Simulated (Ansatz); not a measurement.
Harmonic frequencies (cm⁻¹) at PBE0-D4/def2-TZVP from Ansatz: 57, 114, 146, 178, 202, 272, 319, 417, 464, 499, 555, 556, 568, 583, 706, 714, 2109, 2112.

Problem. Which molecule is it?
A. `Cl[B@H-]1[Cl+][B@H-](Cl)[Cl+]1`
B. `[F][Ga@H-]1[F+][Ga@@H-]([F])[F+]1`
C. `Cl[B@H-]1[F+][B@H-](Cl)[F+]1`
D. `Cl[B@H-]1[Br+][B@H-](Cl)[Br+]1`

Solution. B.
